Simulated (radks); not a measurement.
The numbers below are computed, except where a source is named.
Question: Ionisation of the cerium ion Ce7+, [Kr] 4d10 5s2 5p3, to [Kr] 4d10 5s2 5p2 as the strength of local exchange is varied. Code: a radial shooting solver on a logarithmic mesh with Libxc functionals. Model: scalar-relativistic Kohn-Sham, Slater X-alpha exchange (alpha = 2/3 is LDA exchange), no correlation, spin-unpolarised, spherical densities, finite nucleus; Fermi nuclear charge, rms radius 4.8771 fm.

alpha  E(Ce7+) (hartree)  exchange (hartree)  IE (eV)  -e of the level emptied (eV)  <r> of it (bohr)
0.619         -8822.6800           -179.9106   105.97                   98.753 (5p)             1.541
0.667         -8836.6850           -194.1319   107.08                   99.849 (5p)             1.534
0.718         -8851.5866           -209.2847   108.26                   101.02 (5p)             1.526
0.937         -8915.8269           -274.8512   113.41                   106.13 (5p)             1.493
?             -8918.4756           -277.5630   113.63                   106.34 (5p)             1.492

Which alpha was used in the last row?

Answer: alpha = 0.946. NIST Atomic Spectra Database: 106 +/- 2.1 eV (theoretical). The Delta-SCF value meets it near alpha = 0.62. Spin polarisation and multiplet splitting are left out, so open shells lie too high by an amount that depends on their filling. Spin-orbit splitting is averaged out at the scalar-relativistic level.

Beside tabulated values, note that spin-unpolarised runs miss the spin-polarisation part of the exchange energy of open shells.
